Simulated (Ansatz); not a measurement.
**Molecular dynamics of B2BrH3**

The input (input.yaml):

```yaml
crystal:
  periodic: [false, false, false]
  atoms:
    - { symbol: B, position_ang: [-0.231823, 0.007511, -0.857001] }
    - { symbol: B, position_ang: [0.461788, -0.170038, 0.621134] }
    - { symbol: Br, position_ang: [-0.632946, 0.589002, 2.051718] }
    - { symbol: H, position_ang: [-0.041396, 0.978813, -1.533159] }
    - { symbol: H, position_ang: [-1.000711, -0.801771, -1.294271] }
    - { symbol: H, position_ang: [1.487188, -0.667516, 0.965378] }
basis:
  gaussian: { orbitals: def2-mTZVP }
hamiltonian:
  xc: blyp
  dispersion: d4
md:
  timestep: 0.25
  n_steps: 300
  ensemble: nvt_nose_hoover
  temperature: 200.0
  initial_velocities: maxwell_boltzmann
  seed: 526553
  nose_hoover: { tau: 300.0, chain_length: 3 }
scf:
  lower_state_search: "off"
```

Run as:

```bash
$ ansatz run input.yaml --threads 1 --pin off --max-ram 2048MiB --backend cpu --events-out ev --progress --plain --runs-dir out
```

It starts from a relaxed structure.

Output, in part (step lines, the closing report, with atoms numbered from 0):

```
md step     0: t =     0.00 fs  T =   200.0 K  F+E_penalty+E_count = -71447.52623192 eV  E_kin = 0.103408 eV  conserved = -71447.42282392 eV  (16 SCF iters)
md step     1: t =     0.25 fs  T =   198.6 K  F+E_penalty+E_count = -71447.52547928 eV  E_kin = 0.102659 eV  conserved = -71447.42281999 eV  (21 SCF iters)
md step     2: t =     0.50 fs  T =   194.4 K  F+E_penalty+E_count = -71447.52330597 eV  E_kin = 0.100494 eV  conserved = -71447.42281171 eV  (21 SCF iters)
md step     3: t =     0.75 fs  T =   187.7 K  F+E_penalty+E_count = -71447.51983761 eV  E_kin = 0.097038 eV  conserved = -71447.42279964 eV  (21 SCF iters)
md step     4: t =     1.00 fs  T =   178.9 K  F+E_penalty+E_count = -71447.51526055 eV  E_kin = 0.092476 eV  conserved = -71447.42278457 eV  (21 SCF iters)
md step     5: t =     1.25 fs  T =   168.3 K  F+E_penalty+E_count = -71447.50980993 eV  E_kin = 0.087043 eV  conserved = -71447.42276735 eV  (21 SCF iters)
md step     6: t =     1.50 fs  T =   156.7 K  F+E_penalty+E_count = -71447.50375592 eV  E_kin = 0.081007 eV  conserved = -71447.42274894 eV  (21 SCF iters)
md step     7: t =     1.75 fs  T =   144.4 K  F+E_penalty+E_count = -71447.49738836 eV  E_kin = 0.074658 eV  conserved = -71447.42273035 eV  (21 SCF iters)
[... lines left out ...]
md step   297: t =    74.25 fs  T =    82.5 K  F+E_penalty+E_count = -71447.46382655 eV  E_kin = 0.042666 eV  conserved = -71447.42271907 eV  (22 SCF iters)
md step   298: t =    74.50 fs  T =    78.9 K  F+E_penalty+E_count = -71447.46192916 eV  E_kin = 0.040787 eV  conserved = -71447.42270947 eV  (22 SCF iters)
md step   299: t =    74.75 fs  T =    75.9 K  F+E_penalty+E_count = -71447.46034600 eV  E_kin = 0.039221 eV  conserved = -71447.42270060 eV  (22 SCF iters)
md step   300: t =    75.00 fs  T =    73.7 K  F+E_penalty+E_count = -71447.45921867 eV  E_kin = 0.038109 eV  conserved = -71447.42269332 eV  (22 SCF iters)
Total energy: -71447.45954177 eV, -2625.6457093324 hartree
Atom 0 at    -0.214086     0.000321    -0.933939 Å, force     0.035167    -0.956912     1.246965 eV/Å
Atom 1 at     0.434048    -0.175911     0.625402 Å, force     0.322868     0.108654    -0.792396 eV/Å
Atom 2 at    -0.632925     0.591670     2.064523 Å, force     0.052919    -0.110844    -0.033069 eV/Å
Atom 3 at    -0.057832     0.936399    -1.598558 Å, force     0.237390     0.845779    -0.457233 eV/Å
Atom 4 at    -0.910974    -0.844904    -1.420682 Å, force    -0.018176    -0.073419     0.060386 eV/Å
Atom 5 at     1.519494    -0.653362     0.921445 Å, force    -0.630167     0.186742    -0.024653 eV/Å
Dipole moment:     0.071904    -0.049033    -0.112520 e Å
```

The steps, from the saved trajectory:

```json
{"time (fs)": "0.0", "T (K)": "200", "potential energy less start (eV)": "0.000", "conserved less start (meV/atom)": "0.00"}
{"time (fs)": "2.5", "T (K)": "109", "potential energy less start (eV)": "0.047", "conserved less start (meV/atom)": "0.02"}
{"time (fs)": "5.0", "T (K)": "94", "potential energy less start (eV)": "0.055", "conserved less start (meV/atom)": "0.02"}
{"time (fs)": "7.5", "T (K)": "89", "potential energy less start (eV)": "0.057", "conserved less start (meV/atom)": "0.01"}
{"time (fs)": "10.0", "T (K)": "21", "potential energy less start (eV)": "0.093", "conserved less start (meV/atom)": "0.03"}
{"time (fs)": "12.5", "T (K)": "120", "potential energy less start (eV)": "0.041", "conserved less start (meV/atom)": "0.00"}
{"time (fs)": "15.0", "T (K)": "115", "potential energy less start (eV)": "0.044", "conserved less start (meV/atom)": "0.02"}
{"time (fs)": "17.5", "T (K)": "117", "potential energy less start (eV)": "0.043", "conserved less start (meV/atom)": "0.02"}
{"time (fs)": "20.0", "T (K)": "155", "potential energy less start (eV)": "0.024", "conserved less start (meV/atom)": "0.00"}
{"time (fs)": "22.5", "T (K)": "62", "potential energy less start (eV)": "0.072", "conserved less start (meV/atom)": "0.03"}
{"time (fs)": "25.0", "T (K)": "88", "potential energy less start (eV)": "0.058", "conserved less start (meV/atom)": "0.01"}
{"time (fs)": "27.5", "T (K)": "83", "potential energy less start (eV)": "0.061", "conserved less start (meV/atom)": "0.01"}
{"time (fs)": "30.0", "T (K)": "64", "potential energy less start (eV)": "0.071", "conserved less start (meV/atom)": "0.02"}
{"time (fs)": "32.5", "T (K)": "144", "potential energy less start (eV)": "0.029", "conserved less start (meV/atom)": "0.01"}
{"time (fs)": "35.0", "T (K)": "108", "potential energy less start (eV)": "0.048", "conserved less start (meV/atom)": "0.02"}
{"time (fs)": "37.5", "T (K)": "110", "potential energy less start (eV)": "0.047", "conserved less start (meV/atom)": "0.02"}
{"time (fs)": "40.0", "T (K)": "127", "potential energy less start (eV)": "0.038", "conserved less start (meV/atom)": "0.01"}
{"time (fs)": "42.5", "T (K)": "56", "potential energy less start (eV)": "0.075", "conserved less start (meV/atom)": "0.03"}
{"time (fs)": "45.0", "T (K)": "101", "potential energy less start (eV)": "0.052", "conserved less start (meV/atom)": "0.01"}
{"time (fs)": "47.5", "T (K)": "100", "potential energy less start (eV)": "0.052", "conserved less start (meV/atom)": "0.01"}
{"time (fs)": "50.0", "T (K)": "80", "potential energy less start (eV)": "0.063", "conserved less start (meV/atom)": "0.02"}
{"time (fs)": "52.5", "T (K)": "136", "potential energy less start (eV)": "0.034", "conserved less start (meV/atom)": "0.00"}
{"time (fs)": "55.0", "T (K)": "78", "potential energy less start (eV)": "0.064", "conserved less start (meV/atom)": "0.02"}
{"time (fs)": "57.5", "T (K)": "92", "potential energy less start (eV)": "0.057", "conserved less start (meV/atom)": "0.02"}
{"time (fs)": "60.0", "T (K)": "112", "potential energy less start (eV)": "0.046", "conserved less start (meV/atom)": "0.01"}
{"time (fs)": "62.5", "T (K)": "79", "potential energy less start (eV)": "0.064", "conserved less start (meV/atom)": "0.02"}
{"time (fs)": "65.0", "T (K)": "129", "potential energy less start (eV)": "0.038", "conserved less start (meV/atom)": "0.01"}
{"time (fs)": "67.5", "T (K)": "94", "potential energy less start (eV)": "0.056", "conserved less start (meV/atom)": "0.02"}
{"time (fs)": "70.0", "T (K)": "81", "potential energy less start (eV)": "0.063", "conserved less start (meV/atom)": "0.02"}
{"time (fs)": "72.5", "T (K)": "103", "potential energy less start (eV)": "0.052", "conserved less start (meV/atom)": "0.01"}
{"time (fs)": "75.0", "T (K)": "74", "potential energy less start (eV)": "0.067", "conserved less start (meV/atom)": "0.02"}
```

All steps were run. The conserved energy stayed within 0.03 meV per atom of its start (net change 0.022 meV per atom), so the integration is sound. The mean temperature of the second half is 51 % below the set value. A run of 0.075 ps of so small a system gives no equilibrium averages.

The same pairs are bonded in the first frame and the last. Pairs count as bonded within 1.25 times the sum of covalent radii (0.12 Å more for H–H).

Last frame:

```xyz
6
Properties=species:S:1:pos:R:3
B -0.214 0.000 -0.934
B 0.434 -0.176 0.625
Br -0.633 0.592 2.064
H -0.058 0.936 -1.599
H -0.911 -0.845 -1.421
H 1.520 -0.653 0.921
```

Run time: 6.4 min on 1 thread of Arm Neoverse V1, with other jobs on the host, peak memory 0.1 GiB.
